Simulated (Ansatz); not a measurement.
Input file for Ansatz (a first-principles code): R-PBE/def2-TZVPP on F2HOSb (SMILES [OH][Sb]([F])[F]), a point of a torsion scan. Elements past Kr take the def2 small-core potentials; no spin–orbit coupling.

Ansatz 0.2 input:
```yaml
crystal:
  periodic: [false, false, false]
  atoms:
    - {symbol: O, position_ang: [1.00110594, -0.62204170, 0.10272002]}
    - {symbol: Sb, position_ang: [-0.53842658, 0.45455792, 0.41632093]}
    - {symbol: F, position_ang: [-0.75756666, -0.35155380, 2.20153645]}
    - {symbol: F, position_ang: [-1.63290106, -0.99304024, -0.31288266]}
    - {symbol: H, position_ang: [1.81669782, -0.15201739, -0.06178467]}
basis:
  gaussian:
    orbitals: def2-TZVPP
hamiltonian:
  xc: {name: PBE}
scf: {lower_state_search: off}
```

Task: Give the final energy of this run.

Result: -515.7163 hartree.
